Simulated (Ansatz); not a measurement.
Basis-set extrapolation for C2H6F2Si (`C[SiH2]C(F)F`) (PBE0-D4/def2-TZVP geometry, frozen core, the Gaussian-basis code of Ansatz). Multiplicity 1, RHF reference.

```tsv
	def2-TZVPP	def2-QZVPP
HF	-567.167212	-567.188615
MP2 correlation	-0.966041	-1.046375
CCSD(T) correlation	-1.040283	not run
```

Energies in hartree. Use E(X) = E(∞) + A·exp(−7.88·√X) for Hartree–Fock and E(X) = E(∞) + B·X^(−2.97) for correlation, with X = 3 and 4, and add CCSD(T) minus MP2 of the smaller set to the MP2 limit.

Task: What is the CCSD(T) energy at the basis-set limit?

Result: HF limit: -567.188615 + (-0.021403) × 0.13774 = -567.19156. MP2 limit: -1.046375 + (-0.080334) × 0.74074 = -1.10588. Higher-order term: -1.040283 − (-0.966041) = -0.07424. Total: -568.37168 hartree, 431.1 kJ/mol below CCSD(T)/def2-TZVPP.
